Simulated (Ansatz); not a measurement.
Basis-set extrapolation for C$_{6}$H$_{14}$N$_{2}$Si, SMILES `C=C[Si](N)(C=C)N(C)C` (PBE0-D4/def2-TZVP geometry, frozen core, Ansatz 0.2.0). Multiplicity 1, RHF reference.

```csv
,def2-TZVPP,def2-QZVPP
HF,-633.352492,-633.377746
MP2 correlation,-1.543856,-1.645877
CCSD(T) correlation,-1.691168,not run
```

Energies in hartree. Use E(X) = E(∞) + A·exp(−7.88·√X) for Hartree–Fock and E(X) = E(∞) + B·X^(−2.97) for correlation, with X = 3 and 4, and add CCSD(T) minus MP2 of the smaller set to the MP2 limit.

Q: What is the CCSD(T) energy at the basis-set limit?

A: HF limit: -633.377746 + (-0.025254) × 0.13774 = -633.38122. MP2 limit: -1.645877 + (-0.102021) × 0.74074 = -1.72145. Higher-order term: -1.691168 − (-1.543856) = -0.14731. Total: -635.24998 hartree, 541.7 kJ/mol below CCSD(T)/def2-TZVPP.
